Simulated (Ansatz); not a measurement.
Calculation: B3LYP-D3(BJ)/def2-TZVP (Ansatz, an electronic-structure program). No frequencies were computed at this level.

Ansatz 0.2 input:
```yaml
crystal:
  periodic: [false, false, false]
  atoms:
    - { symbol: C, position_ang: [-1.563367, -0.164432, -0.278062] }
    - { symbol: Si, position_ang: [-0.050305, 0.476426, 0.660762] }
    - { symbol: C, position_ang: [1.553656, 0.006138, 0.061302] }
    - { symbol: N, position_ang: [2.557388, -0.666328, 0.317782] }
    - { symbol: H, position_ang: [-1.800669, 0.479631, -1.122501] }
    - { symbol: H, position_ang: [-1.396329, -1.167901, -0.657962] }
    - { symbol: H, position_ang: [-2.436539, -0.193907, 0.368905] }
    - { symbol: H, position_ang: [-0.191166, 1.888198, 0.999178] }
    - { symbol: H, position_ang: [3.327331, -0.657825, -0.349406] }
basis:
  gaussian: { orbitals: def2-tzvp }
hamiltonian:
  xc: b3lyp
  dispersion: d3bj
relax:
  max_steps: 150
```

Output:

```
Functional definition: B3LYP
996 factors; their error is unknown
mean field evaluation 1: about -11510.1964 eV, gradient 7.5e1 eV
mean field evaluation 2: about -11479.5332 eV, gradient 1.2e2 eV
mean field evaluation 4: about -11522.8359 eV, gradient 1.3e1 eV
mean field evaluation 8: about -11523.2000 eV, gradient 1.0e-1 eV
mean field evaluation 16: about -11523.2211 eV, gradient 6.7e-5 eV
mean field -11523.22114441 eV, -423.4705663371 hartree, gradient 6.7e-5 eV, S^2 0.000000; 0 other end points of the search recorded, 0 dependent functions left out
reference -11523.22140371 eV, -423.4705758663 hartree; 19, 19 occupied and 141, 141 virtual orbitals, 996 factors
relax step   1: F+E_penalty+E_count = -11523.53576242 eV  Δ(F+E_penalty+E_count) = +0.000e0 eV  max|allowed force component| = 9.314e-1 eV/Å  Δτ_max = 0.0000 Å  (29 SCF iters, accepted)
these checks for a lower state are left out or cut short: starts, cluster_reference, orbital_swaps, neighbouring_geometries, increment
996 factors; their error is unknown
mean field -11523.34326356 eV, -423.4750541332 hartree, gradient 2.6e-5 eV, S^2 0.000000; 0 other end points of the search recorded, 0 dependent functions left out
reference -11523.34351973 eV, -423.4750635473 hartree; 19, 19 occupied and 141, 141 virtual orbitals, 996 factors
relax step   2: F+E_penalty+E_count = -11523.65941800 eV  Δ(F+E_penalty+E_count) = -1.237e-1 eV  max|allowed force component| = 1.019e0 eV/Å  Δτ_max = 0.1227 Å  (33 SCF iters, accepted)
these checks for a lower state are left out or cut short: starts, cluster_reference, orbital_swaps, neighbouring_geometries, increment
996 factors; their error is unknown
mean field evaluation 32: about -11523.3250 eV, gradient 2.5e-5 eV
mean field -11523.32495141 eV, -423.4743811740 hartree, gradient 2.5e-5 eV, S^2 0.000000; 0 other end points of the search recorded, 0 dependent functions left out
reference -11523.32520668 eV, -423.4743905550 hartree; 19, 19 occupied and 141, 141 virtual orbitals, 996 factors
relax step   3: F+E_penalty+E_count = -11523.64331156 eV  Δ(F+E_penalty+E_count) = +1.611e-2 eV  max|allowed force component| = 1.709e0 eV/Å  Δτ_max = 0.1977 Å  (38 SCF iters, rejected (line search))
these checks for a lower state are left out or cut short: starts, cluster_reference, orbital_swaps, neighbouring_geometries, increment
996 factors; their error is unknown
mean field -11523.39440787 eV, -423.4769336521 hartree, gradient 1.4e-5 eV, S^2 0.000000; 0 other end points of the search recorded, 0 dependent functions left out
reference -11523.39466250 eV, -423.4769430096 hartree; 19, 19 occupied and 141, 141 virtual orbitals, 996 factors
relax step   4: F+E_penalty+E_count = -11523.71184072 eV  Δ(F+E_penalty+E_count) = -5.242e-2 eV  max|allowed force component| = 1.777e0 eV/Å  Δτ_max = 0.0989 Å  (33 SCF iters, accepted)
these checks for a lower state are left out or cut short: starts, cluster_reference, orbital_swaps, neighbouring_geometries, increment
996 factors; their error is unknown
mean field -11523.43061804 eV, -423.4782643513 hartree, gradient 1.1e-5 eV, S^2 0.000000; 0 other end points of the search recorded, 0 dependent functions left out
reference -11523.43087359 eV, -423.4782737423 hartree; 19, 19 occupied and 141, 141 virtual orbitals, 996 factors
relax step   5: F+E_penalty+E_count = -11523.74874724 eV  Δ(F+E_penalty+E_count) = -3.691e-2 eV  max|allowed force component| = 6.849e-1 eV/Å  Δτ_max = 0.0975 Å  (33 SCF iters, accepted)
these checks for a lower state are left out or cut short: starts, cluster_reference, orbital_swaps, neighbouring_geometries, increment
996 factors; their error is unknown
mean field -11523.43567213 eV, -423.4784500855 hartree, gradient 1.2e-5 eV, S^2 0.000000; 0 other end points of the search recorded, 0 dependent functions left out
reference -11523.43592698 eV, -423.4784594512 hartree; 19, 19 occupied and 141, 141 virtual orbitals, 996 factors
relax step   6: F+E_penalty+E_count = -11523.75526272 eV  Δ(F+E_penalty+E_count) = -6.515e-3 eV  max|allowed force component| = 4.979e-1 eV/Å  Δτ_max = 0.0546 Å  (34 SCF iters, accepted)
these checks for a lower state are left out or cut short: starts, cluster_reference, orbital_swaps, neighbouring_geometries, increment
996 factors; their error is unknown
mean field -11523.44046640 eV, -423.4786262718 hartree, gradient 2.7e-5 eV, S^2 0.000000; 0 other end points of the search recorded, 0 dependent functions left out
reference -11523.44072094 eV, -423.4786356260 hartree; 19, 19 occupied and 141, 141 virtual orbitals, 996 factors
relax step   7: F+E_penalty+E_count = -11523.76009473 eV  Δ(F+E_penalty+E_count) = -4.832e-3 eV  max|allowed force component| = 2.385e-1 eV/Å  Δτ_max = 0.0149 Å  (34 SCF iters, accepted)
these checks for a lower state are left out or cut short: starts, cluster_reference, orbital_swaps, neighbouring_geometries, increment
996 factors; their error is unknown
mean field evaluation 64: about -11523.4430 eV, gradient 1.1e-4 eV
mean field -11523.44296162 eV, -423.4787179695 hartree, gradient 2.0e-5 eV, S^2 0.000000; 0 other end points of the search recorded, 0 dependent functions left out
reference -11523.44321642 eV, -423.4787273330 hartree; 19, 19 occupied and 141, 141 virtual orbitals, 996 factors
relax step   8: F+E_penalty+E_count = -11523.76252231 eV  Δ(F+E_penalty+E_count) = -2.428e-3 eV  max|allowed force component| = 5.768e-2 eV/Å  Δτ_max = 0.0282 Å  (34 SCF iters, accepted)
these checks for a lower state are left out or cut short: starts, cluster_reference, orbital_swaps, neighbouring_geometries, increment
996 factors; their error is unknown
mean field -11523.44336655 eV, -423.4787328502 hartree, gradient 2.5e-5 eV, S^2 0.000000; 0 other end points of the search recorded, 0 dependent functions left out
reference -11523.44362137 eV, -423.4787422146 hartree; 19, 19 occupied and 141, 141 virtual orbitals, 996 factors
relax step   9: F+E_penalty+E_count = -11523.76283396 eV  Δ(F+E_penalty+E_count) = -3.117e-4 eV  max|allowed force component| = 7.567e-2 eV/Å  Δτ_max = 0.0249 Å  (34 SCF iters, accepted)
these checks for a lower state are left out or cut short: starts, cluster_reference, orbital_swaps, neighbouring_geometries, increment
996 factors; their error is unknown
mean field -11523.44323026 eV, -423.4787278416 hartree, gradient 2.7e-5 eV, S^2 0.000000; 0 other end points of the search recorded, 0 dependent functions left out
reference -11523.44348494 eV, -423.4787372008 hartree; 19, 19 occupied and 141, 141 virtual orbitals, 996 factors
relax step  10: F+E_penalty+E_count = -11523.76272797 eV  Δ(F+E_penalty+E_count) = +1.060e-4 eV  max|allowed force component| = 9.870e-2 eV/Å  Δτ_max = 0.0163 Å  (34 SCF iters, rejected (line search))
these checks for a lower state are left out or cut short: starts, cluster_reference, orbital_swaps, neighbouring_geometries, increment
996 factors; their error is unknown
mean field -11523.44371273 eV, -423.4787455720 hartree, gradient 2.3e-5 eV, S^2 0.000000; 0 other end points of the search recorded, 0 dependent functions left out
reference -11523.44396744 eV, -423.4787549324 hartree; 19, 19 occupied and 141, 141 virtual orbitals, 996 factors
relax step  11: F+E_penalty+E_count = -11523.76318484 eV  Δ(F+E_penalty+E_count) = -3.509e-4 eV  max|allowed force component| = 1.347e-2 eV/Å  Δτ_max = 0.0079 Å  (35 SCF iters, accepted)
these checks for a lower state are left out or cut short: starts, cluster_reference, orbital_swaps, neighbouring_geometries, increment
996 factors; their error is unknown
mean field -11523.44371824 eV, -423.4787457747 hartree, gradient 2.5e-5 eV, S^2 0.000000; 0 other end points of the search recorded, 0 dependent functions left out
reference -11523.44397291 eV, -423.4787551338 hartree; 19, 19 occupied and 141, 141 virtual orbitals, 996 factors
relax step  12: F+E_penalty+E_count = -11523.76320173 eV  Δ(F+E_penalty+E_count) = -1.689e-5 eV  max|allowed force component| = 5.413e-3 eV/Å  Δτ_max = 0.0035 Å  (35 SCF iters, accepted)
996 factors; their error is unknown
mean field evaluation 96: about -11523.4214 eV, gradient 3.1e-1 eV
mean field -11523.44371824 eV, -423.4787457747 hartree, gradient 2.5e-5 eV, S^2 0.000000; 1 other end points of the search recorded, 0 dependent functions left out
reference -11523.44397291 eV, -423.4787551338 hartree; 19, 19 occupied and 141, 141 virtual orbitals, 996 factors
Total energy: -11523.76345641 eV, -423.4904959356 hartree
Atom 0 at    -1.502723    -0.176024    -0.277287 Å, force     0.000434    -0.000773    -0.004980 eV/Å
Atom 1 at    -0.169774     0.402993     0.945960 Å, force     0.003671     0.001058     0.001121 eV/Å
Atom 2 at     1.429118    -0.083515     0.282558 Å, force    -0.004860     0.000463     0.000453 eV/Å
Atom 3 at     2.506586    -0.619225     0.216921 Å, force     0.005413    -0.002637     0.001734 eV/Å
Atom 4 at    -1.510771     0.406530    -1.198279 Å, force    -0.000180    -0.001969     0.001059 eV/Å
Atom 5 at    -1.350946    -1.227478    -0.526093 Å, force     0.000001     0.003524     0.002190 eV/Å
Atom 6 at    -2.483152    -0.088387     0.193715 Å, force    -0.000929     0.001586     0.000444 eV/Å
Atom 7 at    -0.050264     1.888371     0.940809 Å, force    -0.001819    -0.003302    -0.000687 eV/Å
Atom 8 at     3.131927    -0.503266    -0.578306 Å, force    -0.001731     0.002051    -0.001335 eV/Å
Dipole moment:     0.094795    -0.012372    -0.391990 e Å
```

Cost: very roughly 29 core-seconds.
